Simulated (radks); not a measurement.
Question: The table gives one normalised radial function P(r) = r R(r) of Pb72+ in [Ne] (r in bohr). Calculated with a radial shooting solver on a logarithmic mesh with Libxc functionals: scalar-relativistic Kohn-Sham, LDA (Slater exchange, VWN5 correlation), spin-polarised, spherical densities, finite nucleus; Fermi nuclear charge, rms radius 5.5012 fm.

| r | P |
|---|---|
| 0.0009808 | 0.8543 |
| 0.001298 | 1.0379 |
| 0.001717 | 1.2478 |
| 0.002272 | 1.4791 |
| 0.00303 | 1.7267 |
| 0.004009 | 1.9531 |
| 0.005305 | 2.1257 |
| 0.007019 | 2.1850 |
| 0.009362 | 2.0430 |
| 0.01239 | 1.6130 |
| 0.01639 | 0.8173 |
| 0.02169 | -0.3537 |
| 0.02892 | -1.8137 |
| 0.03827 | -3.1564 |
| 0.05063 | -3.9655 |
| 0.067 | -3.8742 |
| 0.08936 | -2.8771 |
| 0.1182 | -1.5703 |
| 0.1564 | -0.5786 |
| 0.207 | -0.1284 |

Which n and l does it have? It may be an empty orbital.

Answer: n = 2, l = 0: the number of nodes gives n - l - 1 = 1, the rise at small r (about r^(l+1), flatter next to the nucleus through relativity) gives l, and the extent must fit the shell. The curve is that of 2s. 2s: eigenvalue -22230 eV, 1 radial node at r = 0.0201 bohr, <r> = 0.0667 bohr, 90 % of the charge inside 0.103 bohr.
